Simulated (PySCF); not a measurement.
# Field gradients at the hydrogen positions

C₅H₁₁NO.
Geometry (PBE0-D3(BJ)/def2-SVP, Å), atoms numbered from 1 in this order:
```
atom  x, y, z in Å
C1    -0.192    0.296    1.421
C2    -0.382    0.034   -0.079
C3    -1.793   -0.484   -0.337
C4    -0.150    1.324   -0.874
C5     0.617   -1.045   -0.537
N6     1.931   -0.727   -0.396
O7     0.265   -2.114   -0.993
H8     0.800    0.712    1.652
H9    -0.943    1.020    1.775
H10   -0.314   -0.630    2.003
H11   -2.535    0.262   -0.015
H12   -1.973   -1.421    0.207
H13   -1.945   -0.696   -1.405
H14    0.843    1.761   -0.688
H15   -0.243    1.146   -1.956
H16   -0.899    2.081   -0.590
H17    2.619   -1.412   -0.681
H18    2.243    0.153   -0.017
```

Level: PBE0/pcSseg-1 (PySCF, non-relativistic); Q(2H) = 0.00286 b; rigid geometry, the same for H and D, with no vibrational averaging.

Question: Rank these positions by the coupling χzz of a deuteron there, largest first.
A. H17 (amide N–H hydrogen)
B. H18 (amide N–H hydrogen)
C. H12 (methyl hydrogen)

Answer: B (277 kHz), A (271 kHz), C (198 kHz).

Q: What are Vzz, η and χzz (234.96 MHz × Q × Vzz) at all hydrogens?

A: 
```json
{"atom": "H8", "bonded to": "C1", "bond length (Å)": "1.101", "Vzz (au)": "0.2934", "η": "0.04", "χzz (kHz)": "197"}
{"atom": "H9", "bonded to": "C1", "bond length (Å)": "1.101", "Vzz (au)": "0.2909", "η": "0.02", "χzz (kHz)": "195"}
{"atom": "H10", "bonded to": "C1", "bond length (Å)": "1.101", "Vzz (au)": "0.2903", "η": "0.02", "χzz (kHz)": "195"}
{"atom": "H11", "bonded to": "C3", "bond length (Å)": "1.101", "Vzz (au)": "0.2927", "η": "0.03", "χzz (kHz)": "197"}
{"atom": "H12", "bonded to": "C3", "bond length (Å)": "1.099", "Vzz (au)": "0.2943", "η": "0.04", "χzz (kHz)": "198"}
{"atom": "H13", "bonded to": "C3", "bond length (Å)": "1.099", "Vzz (au)": "0.2942", "η": "0.04", "χzz (kHz)": "198"}
{"atom": "H14", "bonded to": "C4", "bond length (Å)": "1.101", "Vzz (au)": "0.2935", "η": "0.04", "χzz (kHz)": "197"}
{"atom": "H15", "bonded to": "C4", "bond length (Å)": "1.101", "Vzz (au)": "0.2905", "η": "0.02", "χzz (kHz)": "195"}
{"atom": "H16", "bonded to": "C4", "bond length (Å)": "1.101", "Vzz (au)": "0.2908", "η": "0.02", "χzz (kHz)": "195"}
{"atom": "H17", "bonded to": "N6", "bond length (Å)": "1.011", "Vzz (au)": "0.4030", "η": "0.18", "χzz (kHz)": "271"}
{"atom": "H18", "bonded to": "N6", "bond length (Å)": "1.008", "Vzz (au)": "0.4118", "η": "0.20", "χzz (kHz)": "277"}
```

Q: Average by the element that carries the hydrogen.

A: on C: 196 kHz over 9 positions, mean bond length 1.100 Å; on N: 274 kHz over 2 positions, mean bond length 1.010 Å.

Q: Give the 2H NMR doublet splittings at H17 for a magnetic field along the z, y and x axes of the gradient: 3χ/2, 3χ(1 + η)/4, 3χ(1 − η)/4.

A: With |χ| = 270.8 kHz and η = 0.178: 406, 239 and 167 kHz, to first order and without motion.

Isolated species at its PBE0-D3(BJ)/def2-SVP geometry (one conformer only). These gradients aren't converged with respect to the basis.
